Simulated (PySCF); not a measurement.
# Exercise with solution: oscillator strength and radiative lifetime

BeBrHO, SMILES [Be]([Br])[OH].

Coordinates come from a PBE0-D3(BJ)/def2-TZVP optimisation. One conformer was computed; it need not be the lowest.

TDA-B3LYP/def2-TZVPD run with PySCF 2.14.0 puts the first singlet state with f over 0.02 at 6.50 eV (vertical), with the transition dipole (0.000, 0.000, 0.389) in atomic units.

Find the oscillator strength, the wavelength and the radiative lifetime that this transition would have in vacuum if emission retraced absorption.


|μ|² = 0.1513 au, so |μ| = 0.99 D. ΔE = 6.50/27.211 = 0.2389 hartree. f = (2/3) ΔE |μ|² = 0.024 (the program prints 0.024).
λ = 1239.84/6.50 = 191 nm; ν = 52426 cm⁻¹.
Einstein's coefficient A = 0.6670 ν² f s⁻¹ (ν in cm⁻¹) = 4.4e7 s⁻¹, so τ = 1/A = 23 ns. This state is S1. The figure is the radiative limit of this one transition; relaxation, internal conversion, crossing to triplets and a medium change what is measured.
